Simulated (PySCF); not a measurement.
CH₆ClNSi₃, SMILES [SiH3][Si@@H]1N=C[Si@@H]1Cl.

The structure is a stationary point at ωB97X-D3(BJ)/def2-SVP. The structure was generated by enumeration; whether it is a known compound was not checked.

Two levels are set side by side: TDA-PBE/def2-SVPD (PySCF) and TDA-B3LYP/def2-SVPD (PySCF). Vertical, same geometry. The lowest singlet is HOMO→LUMO 99 % with PBE and HOMO→LUMO 97 % with the other functional; states are paired by order. Differences are taken from unrounded values.

| quantity | TDA-PBE |
|---|---|
| lowest singlet excitation (eV) | 3.37 |
| lowest triplet excitation (TDA) (eV) | 2.64 |
| first bright state (f over 0.05) (eV) | 5.46 |
| its oscillator strength | 0.06 |

Problem. These are the TDA-PBE values. What does TDA-B3LYP give? (An estimate is asked for; the answer gives what the named calculation found.)

Solution. 
```
quantity                               TDA-B3LYP  TDA-PBE minus TDA-B3LYP
-------------------------------------  ---------  -----------------------
lowest singlet excitation (eV)              3.54                    -0.18
lowest triplet excitation (TDA) (eV)        2.80                    -0.17
first bright state (f over 0.05) (eV)       5.92                    -0.46
its oscillator strength                     0.06                     0.00
```

A lower first singlet is the usual sign of a functional without exact exchange. Differences between two approximate levels are no errors against the true value.

Rough cost on one machine, each run with all the roots and properties that it gave: TDA-B3LYP against TDA-PBE about 3 times.
